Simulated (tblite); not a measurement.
C8H6Se.
Atom-mapped SMILES: `[CH:1]#[C:2][c:3]1[cH:4][cH:5][cH:6][cH:7][c:8]1[SeH:9]` (hydrogens: H10 on C1; H11 on C4; H12 on C5; H13 on C6; H14 on C7; H15 on Se9)

Computed with GFN2-xTB (tblite), gas phase: L-BFGS steps from a force-field or distance-geometry start until the largest atomic force falls under 0.01 eV/Å.

Step 12: E = -633.1257 eV
```
atom  x, y, z in Å  |  force x, y, z in eV/Å
C1      2.9780   -1.2044   -0.1598    0.045  -0.004  -0.012
C2      1.8281   -0.8627   -0.1247   -0.003   0.078   0.001
C3      0.4902   -0.4174   -0.0568   -0.017   0.015   0.040
C4     -0.5554   -1.2989   -0.3266   -0.032  -0.030   0.048
C5     -1.8684   -0.8824   -0.2250   -0.044   0.008  -0.070
C6     -2.1586    0.4223    0.1370   -0.021   0.007   0.036
C7     -1.1318    1.3097    0.4007   -0.023  -0.016   0.098
C8      0.1860    0.8986    0.3067   -0.005   0.071  -0.020
Se9     1.5520    2.1826    0.7919    0.046   0.030  -0.030
H10     3.9781   -1.5129   -0.1926    0.068  -0.043  -0.008
H11    -0.3227   -2.3220   -0.5822    0.016   0.000  -0.057
H12    -2.6737   -1.5704   -0.4342    0.020  -0.044   0.016
H13    -3.1817    0.7495    0.2311   -0.057   0.001  -0.035
H14    -1.3470    2.3237    0.7044   -0.017   0.026  -0.021
H15     2.2228    2.1927   -0.4918    0.023  -0.100   0.015
```

Step 13: E = -633.1273 eV
```
atom  x, y, z in Å  |  force x, y, z in eV/Å
C1      2.9792   -1.2045   -0.1606    0.081  -0.015  -0.013
C2      1.8302   -0.8599   -0.1258   -0.036   0.069   0.008
C3      0.4908   -0.4177   -0.0565   -0.016   0.051   0.040
C4     -0.5549   -1.2992   -0.3263   -0.028   0.009   0.040
C5     -1.8681   -0.8813   -0.2277   -0.030   0.010  -0.026
C6     -2.1596    0.4227    0.1369   -0.018   0.012   0.037
C7     -1.1329    1.3099    0.4032   -0.019   0.002   0.075
C8      0.1847    0.8983    0.3069    0.010   0.085   0.002
Se9     1.5512    2.1858    0.7903   -0.011   0.003   0.025
H10     3.9797   -1.5147   -0.1927    0.037  -0.030  -0.009
H11    -0.3210   -2.3209   -0.5832    0.011  -0.025  -0.060
H12    -2.6723   -1.5710   -0.4327    0.004  -0.049  -0.003
H13    -3.1831    0.7507    0.2312   -0.040  -0.013  -0.040
H14    -1.3467    2.3264    0.7038   -0.015  -0.018  -0.022
H15     2.2183    2.1833   -0.4889    0.071  -0.092  -0.055
```

Step 14: E = -633.1289 eV
```
atom  x, y, z in Å  |  force x, y, z in eV/Å
C1      2.9809   -1.2046   -0.1615    0.067  -0.011  -0.011
C2      1.8327   -0.8560   -0.1268   -0.034   0.046   0.015
C3      0.4911   -0.4171   -0.0553   -0.003   0.072   0.033
C4     -0.5550   -1.2992   -0.3252    0.009   0.034   0.020
C5     -1.8682   -0.8800   -0.2308   -0.024   0.014   0.031
C6     -2.1612    0.4234    0.1376    0.000   0.003   0.029
C7     -1.1343    1.3101    0.4071   -0.027   0.007   0.033
C8      0.1835    0.8995    0.3073    0.016   0.060   0.024
Se9     1.5502    2.1889    0.7892   -0.046  -0.013   0.050
H10     3.9821   -1.5170   -0.1931   -0.009  -0.010  -0.010
H11    -0.3191   -2.3202   -0.5854   -0.002  -0.012  -0.048
H12    -2.6708   -1.5725   -0.4312   -0.008  -0.042  -0.021
H13    -3.1852    0.7517    0.2306   -0.023  -0.022  -0.040
H14    -1.3467    2.3288    0.7028   -0.019  -0.040  -0.010
H15     2.2156    2.1723   -0.4872    0.103  -0.085  -0.094
```

Step 15: E = -633.1305 eV
```
atom  x, y, z in Å  |  force x, y, z in eV/Å
C1      2.9830   -1.2046   -0.1627    0.015   0.005  -0.007
C2      1.8354   -0.8510   -0.1275   -0.010   0.016   0.023
C3      0.4912   -0.4153   -0.0534    0.017   0.065   0.015
C4     -0.5546   -1.2989   -0.3239    0.024   0.062   0.000
C5     -1.8687   -0.8785   -0.2334    0.015  -0.006   0.079
C6     -2.1631    0.4242    0.1388   -0.007  -0.019   0.018
C7     -1.1364    1.3102    0.4119   -0.012   0.014  -0.011
C8      0.1821    0.9017    0.3088    0.004   0.021   0.042
Se9     1.5484    2.1915    0.7884   -0.045  -0.014   0.032
H10     3.9846   -1.5198   -0.1936   -0.052   0.008  -0.011
H11    -0.3170   -2.3195   -0.5886   -0.016   0.024  -0.029
H12    -2.6691   -1.5748   -0.4300   -0.014  -0.023  -0.037
H13    -3.1881    0.7524    0.2291    0.003  -0.031  -0.038
H14    -1.3474    2.3309    0.7016   -0.030  -0.044   0.008
H15     2.2153    2.1594   -0.4873    0.110  -0.078  -0.084
```

Problem. Estimate the geometry and energy of step 16. (The exact step hangs on the optimiser's Hessian estimate; all steps are aligned on step 15, rigid shifts and turns removed.)

Solution. E = -633.1320 eV, largest force 0.121 eV/Å
```
atom  x, y, z in Å  |  force x, y, z in eV/Å
C1      2.9849   -1.2043   -0.1640   -0.047   0.024  -0.003
C2      1.8381   -0.8457   -0.1278    0.012  -0.010   0.028
C3      0.4917   -0.4128   -0.0510    0.022   0.041  -0.004
C4     -0.5540   -1.2977   -0.3228    0.053   0.063  -0.017
C5     -1.8688   -0.8773   -0.2345    0.019  -0.028   0.106
C6     -2.1653    0.4248    0.1402    0.012  -0.033   0.009
C7     -1.1388    1.3105    0.4163   -0.016  -0.001  -0.050
C8      0.1803    0.9041    0.3114   -0.001  -0.016   0.048
Se9     1.5462    2.1933    0.7875   -0.014  -0.002  -0.015
H10     3.9862   -1.5224   -0.1944   -0.074   0.020  -0.013
H11    -0.3154   -2.3184   -0.5923   -0.027   0.072  -0.007
H12    -2.6674   -1.5773   -0.4295   -0.003   0.005  -0.042
H13    -3.1911    0.7527    0.2270    0.017  -0.035  -0.033
H14    -1.3488    2.3322    0.7008   -0.043  -0.029   0.028
H15     2.2179    2.1464   -0.4888    0.091  -0.072  -0.034
```

The energy changes by -0.0015 eV. The first-order estimate −F·Δx gives -0.0020 eV and the mean of the old and new forces, exact on a quadratic surface, -0.0015 eV. The step makes an angle of 64° with the force vector and moves no atom by more than 0.013 Å.

What follows is the cost of the whole relaxation. On Arm Neoverse V2, one thread, no GPU, shared host with 96 logical CPUs at a one-minute load of 49, this took 0.5 s of wall time.
